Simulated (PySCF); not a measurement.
C3H13NSi2.
Cartesian coordinates in Å at the PBE0-D3(BJ)/def2-SVP level; atoms count from 1:
```xyz
19
C3H13NSi2 angstrom
C     -1.068    1.099    1.283
C     -0.667   -0.165    0.535
C     -1.688   -0.550   -0.530
N      0.691   -0.059   -0.035
Si     1.716   -1.441    0.249
Si     1.184    1.359   -0.928
H     -2.053    0.976    1.758
H     -1.142    1.961    0.597
H     -0.332    1.347    2.062
H     -0.643   -0.983    1.282
H     -1.769    0.238   -1.295
H     -1.391   -1.482   -1.034
H     -2.685   -0.699   -0.088
H      1.081   -2.698   -0.264
H      3.022   -1.229   -0.440
H      1.954   -1.645    1.714
H      0.150    1.757   -1.936
H      1.426    2.556   -0.061
H      2.454    1.023   -1.633
```

Level: CAM-B3LYP/def2-SVPD in PySCF, non-relativistic, on one gas-phase PBE0-D3(BJ)/def2-SVP geometry that isn't relaxed in the solvent. The solvent is an IEF-PCM continuum (Bondi radii, 1.10 Å for H, scaled by 1.2), and excitations are vertical TDDFT with non-equilibrium linear response and a frozen core. Specific hydrogen bonds and non-electrostatic terms are outside this model.

Gas-phase singlets (H = HOMO, L = LUMO):

```json
{"state": "S1", "E (eV)": "6.167", "λ (nm)": "201", "f": "0.002", "leading configurations": "H→L 58%, H→L+1 33%"}
{"state": "S2", "E (eV)": "6.710", "λ (nm)": "185", "f": "0.025", "leading configurations": "H→L+1 51%, H→L 27%, H→L+3 9%"}
{"state": "S3", "E (eV)": "7.033", "λ (nm)": "176", "f": "0.005", "leading configurations": "H→L+3 54%, H→L+5 15%, H→L 9%"}
{"state": "S4", "E (eV)": "7.128", "λ (nm)": "174", "f": "0.005", "leading configurations": "H→L+4 87%"}
{"state": "S5", "E (eV)": "7.358", "λ (nm)": "168", "f": "0.001", "leading configurations": "H→L+2 65%, H→L+3 10%, H→L+7 8%"}
```

Question: How does the list change in water (ε = 78.36)?

Answer: 
```
state  E (eV)  λ (nm)      f          leading configurations  change by rank (eV)
   S1   6.162     201  0.003              H→L+1 49%, H→L 44%               -0.005
   S2   6.649     186  0.033    H→L 42%, H→L+1 38%, H→L+4 9%               -0.061
   S3   7.037     176  0.006  H→L+3 58%, H→L+4 10%, H→L+2 9%               +0.004
   S4   7.106     174  0.007            H→L+4 67%, H→L+3 22%               -0.022
   S5   7.300     170  0.002             H→L+2 72%, H→L+3 8%               -0.058
```

Question: How do the frontier levels move from gas to water?

Answer: 
```csv
orbital,gas (eV),solvent (eV),change (eV)
LUMO+2,1.70,1.76,+0.06
LUMO+1,1.28,1.35,+0.07
LUMO,1.03,1.16,+0.13
HOMO,-8.26,-8.15,+0.11
HOMO-1,-10.45,-10.26,+0.19
HOMO-2,-10.67,-10.61,+0.06
HOMO-3,-10.96,-10.90,+0.06
```

The HOMO–LUMO gap goes from 9.29 to 9.31 eV. Rows go by rank; for HOMO-2 and HOMO-1 the atom shares or the degeneracy differ between the runs, so the row needn't follow one orbital.

The run took about 1.9 min of CPU time (one thread, shared machine). This is the whole response run at CAM-B3LYP/def2-SVPD in water, SCF included.
